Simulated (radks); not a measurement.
Values are calculated unless marked as measured or tabulated.
Mn V, 21 electrons, occupied as [Ne] 3s2 3p5 3d3 4p1 (not the ground configuration). Level of theory: scalar-relativistic Kohn-Sham, r2SCAN, spin-polarised, spherical densities, finite nucleus; open shells are filled with parallel spins first; meta-GGA in the generalised Kohn-Sham scheme; Fermi nuclear charge, rms radius 3.7057 fm (a radial shooting solver on a logarithmic mesh with Libxc functionals). Some entries of the table are withheld. Estimate them.

| orbital | occ. | eigenvalue (Ry) | <1/r> (bohr^-1) |
|---|---|---|---|
| 1s up | 1 | -479.7938 | 24.92 |
| 1s down | 1 | -479.7331 | 24.92 |
| 2s up | 1 | -60.84397 | 5.321 |
| 2s down | 1 | -60.64262 | 5.331 |
| 2p up | 3 | -52.28600 | 5.204 |
| 2p down | 3 | -52.09170 | 5.212 |
| 3s up | 1 | -11.70095 | 1.727 |
| 3s down | 1 | -11.10806 | 1.704 |
| 3p up | 3 | (1) | 1.610 |
| 3p down | 2 | (2) | 1.588 |
| 3d up | 3 | -5.37707 | 1.370 |
| 3d down | 0 | -4.79074 | 1.355 |
| 4p up | 1 | -2.83241 | 0.5790 |

Answer. 
(1) 3p up eigenvalue (Ry): -9.23635
(2) 3p down eigenvalue (Ry): -8.64806
